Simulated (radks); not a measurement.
Values are calculated unless marked as measured or tabulated.
How relativity changes the ionisation of the oxygen ion O3+ ([He] 2s2 2p1) to O4+ ([He] 2s2). Spin-unpolarised spherical Kohn-Sham, BLYP, point nucleus unless stated (finite: rms radius 2.6991 fm), a radial shooting solver on a logarithmic mesh with Libxc functionals. A level marked "c x" has the speed of light scaled by that factor and shares open shells by 2j + 1; other Dirac levels either fill j = l - 1/2 first or share by 2j + 1.

level                               E(O3+) (hartree)  E(O4+) (hartree)  IE (eV)   HOMO  <r> HOMO (bohr)
non-rel.                                   -71.20203         -68.37129   77.028     2p           0.9188
scalar-rel.                                -71.25953         -68.42867   77.031     2p           0.9185
scalar-rel., finite nucleus                -71.25951         -68.42866   77.031     2p           0.9185
Dirac, 2j+1 shares                         -71.25953         -68.42867   77.031  2p3/2           0.9188
Dirac, low j first                         -71.26108         -68.42867   77.074  2p1/2           0.9179
Dirac, 2j+1 shares, finite nucleus         -71.25951         -68.42866   77.031  2p3/2           0.9188
Dirac, c x 0.75                            -71.30438         -68.47344   77.034  2p3/2           0.9189
Dirac, c x 1.25                            -71.23881         -68.40799   77.030  2p3/2           0.9188
Dirac, c x 2                               -71.21639         -68.38562   77.029  2p3/2           0.9188

NIST Atomic Spectra Database: 77.414 eV (measured). The relativistic part of the total energy of O3+ is -0.05748 hartree (Dirac, 2j+1 shares, finite nucleus), 0.081 % of the non-relativistic value. Spin polarisation and multiplet splitting of open shells are left out at every level.

Beside tabulated values, note that spin-unpolarised runs miss the spin-polarisation part of the exchange energy of open shells.
